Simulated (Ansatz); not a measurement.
A run on CH$_{8}$SiSn, SMILES `[SiH3][CH2][SnH3]` with other settings.

```yaml
crystal:
  periodic: [false, false, false]
  atoms:
    - {symbol: Si, position_ang: [-1.014319, 1.217144, -0.518498]}
    - {symbol: C, position_ang: [-0.585248, -0.573243, -0.227136]}
    - {symbol: Sn, position_ang: [1.355195, -0.870884, 0.647405]}
    - {symbol: H, position_ang: [-2.365850, 1.374228, -1.124023]}
    - {symbol: H, position_ang: [-0.019260, 1.839949, -1.433706]}
    - {symbol: H, position_ang: [-0.991212, 1.965454, 0.768043]}
    - {symbol: H, position_ang: [-1.318237, -1.034014, 0.440488]}
    - {symbol: H, position_ang: [-0.606207, -1.125397, -1.170530]}
    - {symbol: H, position_ang: [1.422908, -0.088538, 2.163707]}
    - {symbol: H, position_ang: [1.637070, -2.542820, 0.857798]}
    - {symbol: H, position_ang: [2.550661, -0.218879, -0.382949]}
basis:
  gaussian: {orbitals: def2-TZVP}
hamiltonian: {xc: {name: revPBE0}}
```

```sh
$ ansatz run in.yaml --threads 4 --pin off --events-out ev --progress --plain --max-ram 10444MiB
```

Output, abridged:

```
Functional definition: revPBE0
1261 factors; their error is unknown
mean field evaluation 1: about -14870.1160 eV, gradient 5.0e1 eV
mean field evaluation 2: about -14864.6879 eV, gradient 6.2e1 eV
mean field evaluation 4: about -14875.8030 eV, gradient 2.0e0 eV
mean field evaluation 8: about -14875.9127 eV, gradient 5.2e-2 eV
mean field -14875.91265862 eV, -546.6797069486 hartree, gradient 1.7e-5 eV, S^2 0.000000; 0 other end points of the search recorded, 0 dependent functions left out
reference -14875.91271169 eV, -546.6797088989 hartree; 25, 25 occupied and 141, 141 virtual orbitals, 1261 factors
Total energy: -14875.91271169 eV, -546.6797088989 hartree
```

It took 1.4 s on 4 threads of an Arm Neoverse V1 on a shared host, with 0.29 GiB of host memory at the peak.
